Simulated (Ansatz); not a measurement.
Start from `CC1=CC(C(F)(F)F)=[O+][Ti-]([Cl])([Cl])([Cl])[O]1` and change one atom or group to get `CC1=CC(C(F)(F)F)=[O+][Ti-]([OH])([F])([F])[O]1`.

Ansatz, PBE0-D4/def2-TZVP geometries, multiplicity 1. Each molecule was computed in one conformer, which needn't be the lowest.

Scalar relativity is left out up to krypton.

```json
{"property": "HOMO energy (B3LYP/def2-TZVPP) / eV", "`CC1=CC(C(F)(F)F)=[O+][Ti-]([Cl])([Cl])([Cl])[O]1`": "-8.10"}
{"property": "LUMO energy (B3LYP/def2-TZVPP) / eV", "`CC1=CC(C(F)(F)F)=[O+][Ti-]([Cl])([Cl])([Cl])[O]1`": "-3.71"}
{"property": "size of the dipole moment (ωB97M-V/def2-TZVPP) / D", "`CC1=CC(C(F)(F)F)=[O+][Ti-]([Cl])([Cl])([Cl])[O]1`": "5.96"}
{"property": "HOMO–LUMO gap (PBE/def2-TZVPP) / eV", "`CC1=CC(C(F)(F)F)=[O+][Ti-]([Cl])([Cl])([Cl])[O]1`": "2.87"}
{"property": "HOMO energy (PBE0/def2-TZVPP) / eV", "`CC1=CC(C(F)(F)F)=[O+][Ti-]([Cl])([Cl])([Cl])[O]1`": "-8.33"}
{"property": "LUMO energy (PBE0/def2-TZVPP) / eV", "`CC1=CC(C(F)(F)F)=[O+][Ti-]([Cl])([Cl])([Cl])[O]1`": "-3.52"}
```

**Question.** Give the same properties after the change, and the shifts. (An estimate is asked.)

**Answer.** Ansatz gave: 
```csv
property,`CC1=CC(C(F)(F)F)=[O+][Ti-]([OH])([F])([F])[O]1`,shift
HOMO energy (B3LYP/def2-TZVPP) / eV,-8.08,0.02
LUMO energy (B3LYP/def2-TZVPP) / eV,-3.08,0.63
size of the dipole moment (ωB97M-V/def2-TZVPP) / D,6.64,0.68
HOMO–LUMO gap (PBE/def2-TZVPP) / eV,3.44,0.57
HOMO energy (PBE0/def2-TZVPP) / eV,-8.28,0.05
LUMO energy (PBE0/def2-TZVPP) / eV,-2.86,0.66
```

With PBE0 the HOMO rises by 0.05 eV and the LUMO rises by 0.66 eV, so the gap widens by about 0.61 eV. PBE moves the HOMO by 0.03 eV and ωB97M-V by 0.05 eV. Dipoles are sizes alone; their direction can turn.

B3LYP here is the variant with VWN-RPA as its local correlation; programs differ in this.
